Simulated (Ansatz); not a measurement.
A run for Ansatz (an electronic-structure program): R-CCSD(T)/cc-pVDZ on GeH4Se2 (SMILES [GeH3][Se][SeH]), a point of a torsion scan. The run froze 42 orbitals, filled d shells among them.

Ansatz 0.2 input:
```yaml
crystal:
  periodic: [false, false, false]
  atoms:
    - {symbol: Ge, position_ang: [1.02432126, -0.10036507, 0.01782684]}
    - {symbol: Se, position_ang: [-0.46520956, 1.68101255, -0.32564190]}
    - {symbol: Se, position_ang: [-2.45824979, 0.59314576, 0.16626012]}
    - {symbol: H, position_ang: [0.68434974, -1.26744256, -0.86406904]}
    - {symbol: H, position_ang: [2.39673349, 0.40346462, -0.30710939]}
    - {symbol: H, position_ang: [0.98765434, -0.56490347, 1.44573136]}
    - {symbol: H, position_ang: [-3.05878377, 0.80442095, -1.13895983]}
basis:
  gaussian:
    orbitals: cc-pVDZ
magnetization: {spin_polarized: false}
correlation: {method: ccsd_t, electrons: outside_noble_gas}
scf: {lower_state_search: off}
```

**Question.** Predict the final total energy.

**Answer.** -6877.6967 hartree (reference determinant -6877.3100, T1 diagnostic 0.011).
